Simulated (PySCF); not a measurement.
Gas-phase reaction: GeF4 + 3 Ge3H8 = 4 GeH3F + 6 GeH2

Computed with PySCF and rigid-rotor harmonic-oscillator thermochemistry at 1 bar. † marks an energy on the PBE0/def2-TZVP geometry and frequencies; other levels use their own. CCSD(T) freezes the core. 6-31G* has spherical d functions here. All species are closed-shell singlets. B3LYP is the form with VWN-RPA correlation. Ge: all electrons, no relativistic terms. GeH2: computed as isolated molecules; such fragments, hydroxides, amides, oligomers or adducts are transient or little studied in the gas. CCSD(T) isn't extrapolated to the basis-set limit. The harmonic model lacks anharmonicity and excited electronic states, which grow with temperature; levels with a mode under 35 cm⁻¹ are left out. Internal rotation in Ge3H8 is treated as a harmonic vibration of one conformer, which makes the entropy rough.

ΔH° and ΔS° at 298 K: B3LYP/def2-TZVP† 1016 kJ, 867 J/K; BLYP/def2-TZVP† 933 kJ, 867 J/K; CCSD(T)/def2-SVP† 1132 kJ, 867 J/K; HF/6-31G* 997 kJ, 879 J/K.

With the heat capacities included, give log10 K (1 bar) at 800, 1000, 1400, 1800, 2000 K from B3LYP/def2-TZVP†, BLYP/def2-TZVP†, CCSD(T)/def2-SVP†, HF/6-31G*.


```
T (K)  B3LYP/def2-TZVP†  BLYP/def2-TZVP†  CCSD(T)/def2-SVP†  HF/6-31G*
-----  ----------------  ---------------  -----------------  ---------
800               -22.2            -16.8              -29.8      -20.3
1000               -9.6             -5.2              -15.6       -7.8
1400                4.6              7.7                0.3        6.1
1800               12.1             14.5                8.8       13.4
2000               14.7             16.8               11.6       15.9
```
